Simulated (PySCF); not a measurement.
Electron correlation in Ga⁻ (gallium, charge -1)

[Ar] 3d10 4s2 4p2, high-spin 3P determinant. Calculation: PySCF 2.14, in def2-TZVPPD; no relativity, point nucleus. Frozen: [Ar] 3d10; 4 electrons correlated.

```tsv
level	correlation energy (mhartree)
CCSD	-58.55
(T)	-1.97
CCSD(T)	-60.52
CCSDT	-61.11
```

Diagnostics: T1 = 0.014, D1 = 0.0353, largest double amplitude 0.094.

**Question.** Is a single reference adequate?

**Answer.** Mostly. T1 lies below 0.03, but a double amplitude of this size points to a near-degeneracy that CCSD handles and MP2 describes poorly.
